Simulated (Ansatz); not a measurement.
Input for Ansatz (a program for electronic structure): U-PBE0/def2-TZVPP on Sb2, 2S+1 = 3, a spin state set in the input, which need not be the lowest. Elements past Kr take the def2 small-core potentials; no spin–orbit coupling.

Ansatz 0.2 input:
```yaml
crystal:
  periodic: [false, false, false]
  atoms:
    - {symbol: Sb, position_ang: [0.00000000, 0.00000000, 0.00000000]}
    - {symbol: Sb, position_ang: [0.00000000, 0.00000000, 2.64100000]}
basis:
  gaussian:
    orbitals: def2-TZVPP
hamiltonian:
  xc: {name: PBE0}
magnetization: {spin_polarized: true, initial_magnetization: 2}
relax: {f_tol: 0.002, max_steps: 120}
```

The log:

```
WARN ansatz: RAYON_NUM_THREADS=1 ignored (pool sized by the plan → 1); use --threads N
Functional definition: PBE0
integrals: 0.03 GiB planned
882 factors; their error is unknown
mean field: 0.41 GiB planned
mean field evaluation 1: about -13073.9898 eV, gradient 5.4e0 eV
mean field evaluation 2: about -13074.0977 eV, gradient 4.6e0 eV
mean field evaluation 4: about -13074.1761 eV, gradient 1.3e-1 eV
mean field evaluation 8: about -13074.5381 eV, gradient 3.0e-2 eV
mean field evaluation 16: about -13074.8662 eV, gradient 2.1e0 eV
mean field evaluation 32: about -13073.9898 eV, gradient 5.4e0 eV
mean field evaluation 64: about -13074.5381 eV, gradient 2.5e-6 eV
mean field -13075.04173528 eV, -480.4989211898 hartree, gradient 3.6e-8 eV, S^2 2.007324; 6 other end points of the search recorded, 0 dependent functions left out
the calculation of the forces begins
reference -13075.04175705 eV, -480.4989219900 hartree; 24, 22 occupied and 76, 78 virtual orbitals, 882 factors
relax step   1: F+E_penalty+E_count = -13075.04173528 eV  Δ(F+E_penalty+E_count) = +0.000e0 eV  max|allowed force component| = 1.533e-1 eV/Å  Δτ_max = 0.0000 Å  (249 SCF iters, accepted)
these checks for a lower state are left out or cut short: starts, cluster_reference, orbital_swaps, neighbouring_geometries, increment
integrals: 0.03 GiB planned
882 factors; their error is unknown
mean field: 0.41 GiB planned
mean field evaluation 96: about -13075.0335 eV, gradient 3.1e-1 eV
mean field -13075.04211600 eV, -480.4989351812 hartree, gradient 1.1e-8 eV, S^2 2.010947; 1 other end points of the search recorded, 0 dependent functions left out
the calculation of the forces begins
reference -13075.04213778 eV, -480.4989359817 hartree; 24, 22 occupied and 76, 78 virtual orbitals, 882 factors
relax step   2: F+E_penalty+E_count = -13075.04211600 eV  Δ(F+E_penalty+E_count) = -3.807e-4 eV  max|allowed force component| = 1.108e-1 eV/Å  Δτ_max = 0.0112 Å  (192 SCF iters, accepted)
these checks for a lower state are left out or cut short: starts, cluster_reference, orbital_swaps, neighbouring_geometries, increment
integrals: 0.03 GiB planned
882 factors; their error is unknown
mean field: 0.41 GiB planned
mean field evaluation 128: about -13075.0424 eV, gradient 5.1e-6 eV
mean field -13075.04244860 eV, -480.4989474040 hartree, gradient 7.9e-9 eV, S^2 2.007317; 0 other end points of the search recorded, 0 dependent functions left out
the calculation of the forces begins
reference -13075.04247038 eV, -480.4989482043 hartree; 24, 22 occupied and 76, 78 virtual orbitals, 882 factors
relax step   3: F+E_penalty+E_count = -13075.04244860 eV  Δ(F+E_penalty+E_count) = -3.326e-4 eV  max|allowed force component| = 7.642e-2 eV/Å  Δτ_max = 0.0081 Å  (111 SCF iters, accepted)
these checks for a lower state are left out or cut short: starts, cluster_reference, orbital_swaps, neighbouring_geometries, increment
integrals: 0.03 GiB planned
882 factors; their error is unknown
mean field: 0.41 GiB planned
mean field -13075.04268866 eV, -480.4989562261 hartree, gradient 3.0e-6 eV, S^2 2.007310; 0 other end points of the search recorded, 0 dependent functions left out
the calculation of the forces begins
reference -13075.04271044 eV, -480.4989570264 hartree; 24, 22 occupied and 76, 78 virtual orbitals, 882 factors
relax step   4: F+E_penalty+E_count = -13075.04268866 eV  Δ(F+E_penalty+E_count) = -2.401e-4 eV  max|allowed force component| = 3.495e-3 eV/Å  Δτ_max = 0.0033 Å  (51 SCF iters, accepted)
these checks for a lower state are left out or cut short: starts, cluster_reference, orbital_swaps, neighbouring_geometries, increment
integrals: 0.03 GiB planned
882 factors; their error is unknown
mean field: 0.41 GiB planned
mean field evaluation 160: about -13075.0427 eV, gradient 3.5e-6 eV
mean field -13075.04268917 eV, -480.4989562449 hartree, gradient 3.0e-6 eV, S^2 2.007311; 0 other end points of the search recorded, 0 dependent functions left out
the calculation of the forces begins
reference -13075.04271095 eV, -480.4989570452 hartree; 24, 22 occupied and 76, 78 virtual orbitals, 882 factors
relax step   5: F+E_penalty+E_count = -13075.04268917 eV  Δ(F+E_penalty+E_count) = -5.114e-7 eV  max|allowed force component| = 4.938e-5 eV/Å  Δτ_max = 0.0001 Å  (50 SCF iters, accepted)
integrals: 0.03 GiB planned
882 factors; their error is unknown
mean field: 0.41 GiB planned
mean field evaluation 192: about -13073.9923 eV, gradient 5.3e0 eV
mean field evaluation 224: about -13074.5392 eV, gradient 2.4e-6 eV
mean field -13075.04268917 eV, -480.4989562449 hartree, gradient 3.0e-6 eV, S^2 2.007311; 7 other end points of the search recorded, 0 dependent functions left out
the calculation of the forces begins
reference -13075.04271095 eV, -480.4989570452 hartree; 24, 22 occupied and 76, 78 virtual orbitals, 882 factors
Total energy: -13075.04271095 eV, -480.4989570452 hartree
Atom 0 at     0.000000     0.000000    -0.006269 Å, force    -0.000000     0.000000    -0.000049 eV/Å
Atom 1 at    -0.000000    -0.000000     2.647269 Å, force     0.000000    -0.000000     0.000049 eV/Å
Dipole moment:    -0.000000     0.000000    -0.000000 e Å
```

The run converged.

Cost: roughly 60 core-seconds.
